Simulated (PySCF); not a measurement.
Two species compared at the same levels of theory.

First species: CH6GeNP.
Z-matrix (Å and degrees, PBE0-D3(BJ)/def2-SVP geometry), rows numbered from 1:
```
C 
N   1  1.2628
Ge  2  1.8636  1  120.74
P   3  2.3197  2  109.16  1  -113.44
H   1  1.1128  2  125.20  3    -1.35
H   1  1.1067  2  119.93  3   178.62
H   3  1.5504  2  110.75  1     7.50
H   3  1.5368  2  106.89  1   128.41
H   4  1.4287  3   92.26  2   -38.08
H   4  1.4293  3   92.67  2    55.31
```

Second species: C₈H₉FO.
Atom-mapped SMILES: `[CH:1]#[C:2][C@@H:3]1[CH2:4][C@@H:5]([F:6])/[C:7]1=[CH:8]\[O:9][CH3:10]` (hydrogens: H11 on C1; H12 on C3; H13, H14 on C4; H15 on C5; H16 on C8; H17, H18, H19 on C10)

Levels: CAM-B3LYP/def2-SVPD for dipole moment, HOMO energy, LUMO energy, HOMO–LUMO gap, static isotropic polarisability and electronic spatial extent ⟨r²⟩ about the centre of nuclear charge; TDDFT CAM-B3LYP/def2-SVPD for lowest singlet excitation; TDA CAM-B3LYP/def2-SVPD for lowest triplet excitation (Tamm–Dancoff); ΔSCF CAM-B3LYP/def2-SVPD for vertical ionisation energy; PBE0-D3(BJ)/def2-SVP for rotational constant A and rotational constant C. Geometries: PBE0-D3(BJ)/def2-SVP. All species are isolated and taken at one optimised geometry, non-relativistic unless stated; the electronic structure was computed with PySCF and density fitting.

Dipoles, sizes and rotational constants follow the conformer. The torsions of the flexible species, by atom-mapped SMILES:
- `[CH2:1]=[N:2][GeH2:3][PH2:4]`: C1–N2–Ge3–P4 -113°, H–P4–Ge3–N2 -38°, H–P4–Ge3–N2 55°
- `[CH:1]#[C:2][C@@H:3]1[CH2:4][C@@H:5]([F:6])/[C:7]1=[CH:8]\[O:9][CH3:10]`: C7–C8–O9–C10 -6°

```tsv
property	column X	column Y
dipole moment	1.57 D	0.90 D
HOMO energy	-8.46 eV	-8.04 eV
LUMO energy	0.30 eV	0.78 eV
HOMO–LUMO gap	8.76 eV	8.82 eV
lowest singlet excitation	4.22 eV	5.99 eV
lowest triplet excitation (Tamm–Dancoff)	3.58 eV	3.90 eV
static isotropic polarisability	80.7 au	96.9 au
vertical ionisation energy	9.18 eV	8.68 eV
electronic spatial extent ⟨r²⟩ about the centre of nuclear charge	703 bohr²	1599 bohr²
rotational constant A	6.941 GHz	1.920 GHz
rotational constant C	1.722 GHz	0.708 GHz
```

Which column belongs to which species?

Column X is the first species and column Y the second. The first has 10 atoms and 66 electrons, the second 19 and 74.

How does each property change from the first species to the second?

dipole moment -0.67 D; HOMO energy +0.42 eV; LUMO energy +0.48 eV; HOMO–LUMO gap +0.06 eV; lowest singlet excitation +1.77 eV; lowest triplet excitation (Tamm–Dancoff) +0.32 eV; static isotropic polarisability +16.2 au; vertical ionisation energy -0.50 eV; electronic spatial extent ⟨r²⟩ about the centre of nuclear charge +896 bohr²; rotational constant A -5.021 GHz; rotational constant C -1.014 GHz.

On the first: The vertical singlet–triplet gap S1 − T1 is 0.64 eV (TDDFT singlet less Tamm–Dancoff triplet; S1: HOMO→LUMO, weight 0.85; T1: HOMO→LUMO, weight 0.81). No computed singlet falls in the visible range (750 to 380 nm, 1.65 to 3.26 eV); S1 lies 0.96 eV above its blue end. The calculation is non-relativistic and has no spin–orbit coupling, an omission that weighs most on germanium.

On the second: The principal polarisabilities are 75.9, 97.1 and 117.8 au; their mean is the isotropic value. The dipole equals about 3.0 × 10⁻³⁰ C·m (1 D = 3.33564 × 10⁻³⁰ C·m).
